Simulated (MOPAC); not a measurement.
MOPAC input (PM3):

```
PM3 FORCE THERMO(298,298) PRECISE LET GEO-OK AUX(PRECISION=9) THREADS=1
CF2

F    -1.02661012 1   -0.24804527 1    0.03067127 1
C    -0.03059860 1    0.58329634 1    0.00104854 1
F     1.04692372 1   -0.13917871 1   -0.03136737 1
```

**Question.** Which zero-point energy does it print?

**Answer.** 5.28 kcal/mol, from the harmonic wavenumbers of PM3.
